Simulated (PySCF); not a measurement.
Excitation energies in several basis sets

Species: selenium hexafluoride, SeF6.
InChI=1S/F6Se/c1-7(2,3,4,5)6

TDDFT with PBE0 (PySCF), vertical singlets, core orbitals frozen in the response, spherical d and f functions. Isolated species at its PBE0-D3(BJ)/def2-SVP geometry, gas phase. The PBE0/6-31G* calculation is non-relativistic and has no spin–orbit coupling, an omission that weighs most on selenium.

How do the low singlets change with the basis? Take 6-31G*, def2-SVP, aug-cc-pVDZ, def2-SVPD, def2-TZVP and def2-TZVPD.

| basis | functions | diffuse | S1 (eV) | S2 (eV) | S3 (eV) | S4 (eV) | S5 (eV) | LUMO (eV) | α (au) |
| --- | --- | --- | --- | --- | --- | --- | --- | --- | --- |
| 6-31G* | 116 | no | 6.78 | 6.78 | 6.78 | 7.56 | 7.57 | -3.51 | 27.6 |
| def2-SVP | 116 | no | 6.89 | 6.89 | 6.89 | 7.66 | 7.67 | -3.71 | 25.5 |
| aug-cc-pVDZ | 174 | yes | 6.74 | 6.75 | 6.75 | 7.56 | 7.56 | -4.04 | 34.9 |
| def2-SVPD | 179 | yes | 6.83 | 6.83 | 6.83 | 7.64 | 7.64 | -4.13 | 35.3 |
| def2-TZVP | 234 | no | 6.97 | 6.97 | 6.97 | 7.82 | 7.82 | -3.77 | 31.3 |
| def2-TZVPD | 297 | yes | 6.94 | 6.94 | 6.94 | 7.79 | 7.79 | -3.83 | 35.8 |

States are compared by their number. Against the largest diffuse basis here (def2-TZVPD, itself not a converged limit), sets without diffuse functions differ by up to 0.16 eV in S1 and 0.23 eV in S5; the smaller diffuse sets differ by up to 0.19 and 0.23 eV. State by state, the largest deviation of a set without diffuse functions is S1 0.16, S2 0.16, S3 0.16, S4 0.23, S5 0.23 eV. The same number needn't mean the same state in each row. Against def2-TZVPD the polarisability deviates by -23% in 6-31G*, -29% in def2-SVP, -2% in aug-cc-pVDZ, -1% in def2-SVPD, -13% in def2-TZVP.
